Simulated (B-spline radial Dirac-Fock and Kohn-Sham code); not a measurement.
# X-ray form factors of lanthanum in several charge states

Model: relativistic Hartree-Fock (Dirac-Fock) wave functions, averaged over the configuration. Program: a radial B-spline solver.

Configurations: La⁴⁶⁺ [Ne] 3s1; La⁴⁷⁺ [He] 2s2 2p6; La⁴⁹⁺ [He] 2s2 2p4; La⁵³⁺ [He] 2s2. The first column is f₀ of La⁴⁶⁺, the others are differences from it.

```
s (Å⁻¹)   La⁴⁶⁺  Δ La⁴⁷⁺  Δ La⁴⁹⁺  Δ La⁵³⁺
      0  11.000   -1.000   -3.000   -7.000
   0.05  10.997   -0.999   -2.998   -6.997
    0.1  10.988   -0.995   -2.993   -6.990
   0.15  10.973   -0.988   -2.984   -6.978
    0.2  10.953   -0.979   -2.972   -6.960
   0.25  10.926   -0.967   -2.957   -6.938
    0.3  10.894   -0.953   -2.938   -6.911
   0.35  10.856   -0.936   -2.916   -6.879
    0.4  10.813   -0.917   -2.891   -6.843
   0.45  10.764   -0.896   -2.863   -6.803
    0.5  10.711   -0.873   -2.833   -6.758
    0.6  10.589   -0.822   -2.764   -6.657
    0.7  10.450   -0.765   -2.686   -6.542
    0.8  10.295   -0.703   -2.601   -6.413
    0.9  10.125   -0.639   -2.510   -6.274
      1   9.943   -0.572   -2.414   -6.126
    1.1   9.751   -0.505   -2.316   -5.971
    1.2   9.551   -0.440   -2.217   -5.810
    1.4   9.133   -0.316   -2.020   -5.478
    1.6   8.702   -0.208   -1.832   -5.141
```

Values without a named source are computed, but for edge energies of neutral atoms, which are taken from tables.
